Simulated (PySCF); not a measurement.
Gas-phase XPS of SiEt2Br2, computed

SiEt2Br2, C4H10Br2Si.
Geometry (PBE0-D3(BJ)/def2-SVP, Å), atoms numbered from 1 in this order:
```
atom  x, y, z in Å
Si1   -0.2746    0.0035   -0.2690
C2    -0.6655   -0.0031    1.5592
C3    -2.1481    0.0013    1.9130
H4    -0.1543    0.8784    1.9862
H5    -0.1590   -0.8893    1.9818
H6    -2.2986    0.0013    3.0031
H7    -2.6511    0.8906    1.5039
H8    -2.6571   -0.8840    1.5028
C9     1.5534   -0.0137   -0.6618
C10    1.9054    0.0053   -2.1447
H11    1.9651   -0.9123   -0.1681
H12    1.9920    0.8552   -0.1390
H13    2.9950   -0.0175   -2.2970
H14    1.4746   -0.8627   -2.6665
H15    1.5159    0.9113   -2.6333
Br16  -1.1958    1.8210   -1.1935
Br17  -1.2259   -1.7861   -1.2168
```

Computed, not measured: PySCF 2.14.0, delta-SCF UKS SCAN, pcX-2 on the ionised atom, pcseg-1 elsewhere, spin-free X2C. Vertical ΔSCF values, vacuum level as zero.

Problem. Give the core binding energies atom by atom.

Solution. 
| atom(s) | environment | level | binding energy (eV) | 2p1/2 (eV) | above the level's lowest (eV) | count |
| --- | --- | --- | --- | --- | --- | --- |
| Si1 | silicon bonded to 2 Br and 2 C | Si 1s | 1847.60 | – | 0.00 | 1 |
| C3/C10 | carbon bonded to C and 3 H | C 1s | 290.75 | – | +0.26 | 2 |
| C2/C9 | carbon bonded to C, Si and 2 H | C 1s | 290.49 | – | 0.00 | 2 |
| Si1 | silicon bonded to 2 Br and 2 C | Si 2p3/2 | 107.62 | 108.25 | 0.00 | 1 |

Lowest listed C 1s: C2/C9, bonded to C, 2 H and Si. Highest, 0.26 eV above it: C3/C10, bonded to C and 3 H.

Problem. Which photon wavelength matches the Si 1s of Si1 threshold?

Solution. λ = hc/E = 12398.42 eV Å / 1847.60 eV = 6.711 Å.

The first atom of each set that the bonding makes equivalent was ionised and stands for the set. Spin–orbit coupling isn't in the SCF: each 2p doublet comes from a relaxed spin-free hole plus a matrix of the shell (mean-field spin–orbit coupling and the ground-state 2p splitting), with 2p3/2 averaged over its two sublevels. 2p1/2 minus 2p3/2 (ligand field included): Si 0.63 eV. No level of bromine is listed. Geometry: PBE0-D3(BJ)/def2-SVP, one conformer, isolated molecule.
